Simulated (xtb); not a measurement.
H₅O₄Si, charge +1, singlet, from a rough starting geometry; GFN2-xTB in xtb 6.7.1.

Input for xtb:
```
$ xtb mol.xyz --gfn 2 --chrg 1 --opt vtight --json

# file mol.xyz
10

O      0.55394797    -0.37759837     1.59504859
Si     0.33284548    -0.06429760     0.14033032
O      0.18376253    -1.23683327    -1.02475560
O      0.93236136     1.34966126    -0.40893467
O     -1.40371423     0.32765655    -0.04690521
H      0.29162306    -1.23196648     2.09193907
H      0.87272705    -1.73327952    -1.38033014
H      1.74695251     1.67762552    -0.07223595
H     -1.62630879     1.31758325     0.02913426
H     -1.95744416    -0.03272812    -0.83969161
```

Predict the main parts of the log of this xtb run.


```
   ID    Z sym.   atoms
    1    8 O      1, 3-5
    2   14 Si     2
    3    1 H      6-10

           -------------------------------------------------
          |                Calculation Setup                |
           -------------------------------------------------

           -------------------------------------------------
          |                 G F N 2 - x T B                 |
           -------------------------------------------------

          ...................................................
          :                      SETUP                      :
          :.................................................:
          :  # basis functions                  31          :
          :  # atomic orbitals                  30          :
          :  # shells                           16          :
          :  # electrons                        32          :
          :  max. iterations                   250          :
          :  Hamiltonian                  GFN2-xTB          :
          :  restarted?                      false          :
          :  GBSA solvation                  false          :
          :  PC potential                    false          :
          :  electronic temp.          300.0000000     K    :
          :  accuracy                    1.0000000          :
          :  -> integral cutoff          0.2500000E+02      :
          :  -> integral neglect         0.1000000E-07      :
          :  -> SCF convergence          0.1000000E-05 Eh   :
          :  -> wf. convergence          0.1000000E-03 e    :
          :  Broyden damping             0.4000000          :
          :  net charge                          1          :
          :  unpaired electrons                  0          :
          ...................................................

 iter      E             dE          RMSdq      gap      omega  full diag
   1    -20.3533780 -0.203534E+02  0.742E+00    9.90       0.0  T
   2    -20.3880610 -0.346830E-01  0.493E+00    8.84       1.0  T
   3    -20.3940742 -0.601321E-02  0.216E+00    8.51       1.0  T
   4    -20.3934304  0.643882E-03  0.107E+00    8.38       1.0  T
   5    -20.3939851 -0.554729E-03  0.305E-01    8.79       1.0  T
   6    -20.3948148 -0.829722E-03  0.136E-01    8.62       1.0  T
   7    -20.3948227 -0.787728E-05  0.355E-02    8.65       1.0  T
   8    -20.3948329 -0.101756E-04  0.987E-03    8.62       3.2  T
   9    -20.3948333 -0.393125E-06  0.351E-03    8.63       9.0  T
  10    -20.3948334 -0.100721E-06  0.946E-04    8.63      33.4  T
  11    -20.3948334 -0.478062E-08  0.324E-04    8.63      97.6  T

   *** convergence criteria satisfied after 11 iterations ***

         :::::::::::::::::::::::::::::::::::::::::::::::::::::
         ::                     SUMMARY                     ::
         :::::::::::::::::::::::::::::::::::::::::::::::::::::
         :: total energy             -20.259460164798 Eh    ::
         :: gradient norm              0.202838426692 Eh/a0 ::
         :: HOMO-LUMO gap              8.627776285944 eV    ::
         ::.................................................::
         :: SCC energy               -20.394826846229 Eh    ::
         :: -> isotropic ES            0.168012207989 Eh    ::
         :: -> anisotropic ES          0.000325594609 Eh    ::
         :: -> anisotropic XC         -0.003593749430 Eh    ::
         :: -> dispersion             -0.004423531273 Eh    ::
         :: repulsion energy           0.135366681431 Eh    ::
         :: add. restraining           0.000000000000 Eh    ::
         :: total charge               1.000000000000 e     ::
         :::::::::::::::::::::::::::::::::::::::::::::::::::::

      -----------------------------------------------------------
     |                   =====================                   |
     |                        A N C O P T                        |
     |                   =====================                   |
     |               Approximate Normal Coordinate               |
     |                Rational Function Optimizer                |
      -----------------------------------------------------------
      -----------------------------------------------------------
     |                   =====================                   |
     |                        A N C O P T                        |
     |                   =====================                   |
     |               Approximate Normal Coordinate               |
     |                Rational Function Optimizer                |
      -----------------------------------------------------------

          ...................................................
          :                      SETUP                      :
          :.................................................:
          :   optimization level         verytight          :
          :   max. optcycles                   200          :
          :   ANC micro-cycles                  20          :
          :   degrees of freedom                24          :
          :.................................................:
          :   RF solver                   davidson          :
          :   write xtbopt.log                true          :
          :   linear?                        false          :
          :   energy convergence         0.1000000E-06 Eh   :
          :   grad. convergence          0.2000000E-03 Eh/α :
          :   maxmium RF displ.          1.0000000          :
          :   Hlow (freq-cutoff)         0.1000000E-01      :
          :   Hmax (freq-cutoff)         5.0000000          :
          :   S6 in model hess.         20.0000000          :
          ...................................................

generating ANC from exact Hessian ...
Using Lindh-Hessian (1995)
 Shifting diagonal of input Hessian by    0.0000000000000000
 Lowest  eigenvalues of input Hessian
    0.000000    0.000000    0.000000    0.000000    0.000000    0.000000
[...]
 * total energy  :   -20.2790349 Eh     change       -0.5719951E-05 Eh
 * total energy  :   -20.2790385 Eh     change       -0.3560836E-05 Eh
 * total energy  :   -20.2790451 Eh     change       -0.6680980E-05 Eh
 * total energy  :   -20.2790527 Eh     change       -0.7543592E-05 Eh
 * total energy  :   -20.2790610 Eh     change       -0.8264566E-05 Eh
 * total energy  :   -20.2790675 Eh     change       -0.6503533E-05 Eh
 * total energy  :   -20.2790708 Eh     change       -0.3312207E-05 Eh
 * total energy  :   -20.2790720 Eh     change       -0.1258590E-05 Eh
 * total energy  :   -20.2790735 Eh     change       -0.1511032E-05 Eh
 * total energy  :   -20.2790742 Eh     change       -0.6957471E-06 Eh
 * total energy  :   -20.2790748 Eh     change       -0.5655422E-06 Eh
 * total energy  :   -20.2790751 Eh     change       -0.2549885E-06 Eh
 * total energy  :   -20.2790751 Eh     change       -0.8686094E-07 Eh
   *** GEOMETRY OPTIMIZATION CONVERGED AFTER 22 ITERATIONS ***
[...]
         :: total energy             -20.279075145592 Eh    ::
         :: gradient norm              0.000103243571 Eh/a0 ::
         :: HOMO-LUMO gap              9.114408176475 eV    ::
         ::.................................................::
         :: SCC energy               -20.421026943968 Eh    ::
         :: -> isotropic ES            0.163007242354 Eh    ::
         :: -> anisotropic ES          0.001034089192 Eh    ::
         :: -> anisotropic XC         -0.003571096621 Eh    ::
         :: -> dispersion             -0.004418872131 Eh    ::
         :: repulsion energy           0.141951798376 Eh    ::
         :: add. restraining           0.000000000000 Eh    ::
         :: total charge               1.000000000000 e     ::
         :::::::::::::::::::::::::::::::::::::::::::::::::::::

           -------------------------------------------------
          |                Property Printout                |
           -------------------------------------------------

    * Orbital Energies and Occupations

         #    Occupation            Energy/Eh            Energy/eV
      -------------------------------------------------------------
         1        2.0000           -1.0230601             -27.8389
       ...           ...                  ...                  ...
         4        2.0000           -0.8627087             -23.4755
         5        2.0000           -0.8260192             -22.4771
         6        2.0000           -0.8215272             -22.3549
         7        2.0000           -0.7753951             -21.0996
         8        2.0000           -0.7665543             -20.8590
         9        2.0000           -0.7554356             -20.5564
        10        2.0000           -0.7257848             -19.7496
        11        2.0000           -0.7064847             -19.2244
        12        2.0000           -0.6870823             -18.6965
        13        2.0000           -0.6735327             -18.3278
        14        2.0000           -0.6651940             -18.1009
        15        2.0000           -0.6575317             -17.8923
        16        2.0000           -0.6515477             -17.7295 (HOMO)
        17                         -0.3165993              -8.6151 (LUMO)
        18                         -0.2467421              -6.7142
        19                         -0.2431836              -6.6174
        20                         -0.2326138              -6.3297
        21                         -0.0947914              -2.5794
        22                         -0.0875244              -2.3817
        23                         -0.0699032              -1.9022
        24                          0.0096382               0.2623
        25                          0.0352504               0.9592
        26                          0.0534353               1.4540
        27                          0.1870165               5.0890
       ...                                ...                  ...
        30                          0.7504944              20.4220
      -------------------------------------------------------------
                  HL-Gap            0.3349483 Eh            9.1144 eV
             Fermi-level           -0.4840735 Eh          -13.1723 eV

     #   Z          covCN         q      C6AA      α(0)
     1   8 O        1.576    -0.387    20.647     6.132
     2  14 Si       3.064     0.680   155.008    26.975
     3   8 O        1.576    -0.400    20.892     6.168
     4   8 O        1.576    -0.393    20.772     6.150
     5   8 O        2.355    -0.369    20.206     6.071
     6   1 H        0.808     0.370     0.543     1.158
     7   1 H        0.808     0.366     0.551     1.166
     8   1 H        0.808     0.371     0.541     1.155
     9   1 H        0.805     0.378     0.528     1.141
    10   1 H        0.805     0.384     0.515     1.127

 Mol. C6AA /au·bohr⁶  :       1126.048871
 Mol. C8AA /au·bohr⁸  :      38082.690357
 Mol. α(0) /au        :         57.241007

Wiberg/Mayer (AO) data.
largest (>0.10) Wiberg bond orders for each atom

 ---------------------------------------------------------------------------
     #   Z sym  total        # sym  WBO       # sym  WBO       # sym  WBO
 ---------------------------------------------------------------------------
     1   8 O    2.310 --     2 Si   1.314     6 H    0.841
     2  14 Si   4.502 --     1 O    1.314     4 O    1.307     3 O    1.285
                             5 O    0.558
     3   8 O    2.289 --     2 Si   1.285     7 H    0.845
     4   8 O    2.298 --     2 Si   1.307     8 H    0.841
     5   8 O    2.360 --     9 H    0.850    10 H    0.846     2 Si   0.558
     6   1 H    0.863 --     1 O    0.841
     7   1 H    0.866 --     3 O    0.845
     8   1 H    0.862 --     4 O    0.841
     9   1 H    0.857 --     5 O    0.850
    10   1 H    0.852 --     5 O    0.846
 ---------------------------------------------------------------------------

Topologies differ in total number of bonds
Writing topology from bond orders to xtbtopo.mol

molecular dipole:
                 x           y           z       tot (Debye)
 q only:       -0.415       0.052      -0.039
   full:       -0.571       0.050      -0.092       1.476
molecular quadrupole (traceless):
                xx          xy          yy          xz          yz          zz
 q only:        3.688      -3.112       0.215       1.148       0.123      -3.903
  q+dip:        3.772      -3.779       0.758       1.173       0.213      -4.530
   full:        5.386      -4.575       0.276       1.221       0.213      -5.662

optimized geometry written to: xtbopt.xyz

           -------------------------------------------------
          | TOTAL ENERGY              -20.279075145592 Eh   |
          | GRADIENT NORM               0.000103243571 Eh/α |
          | HOMO-LUMO GAP               9.114408176475 eV   |
           -------------------------------------------------
```
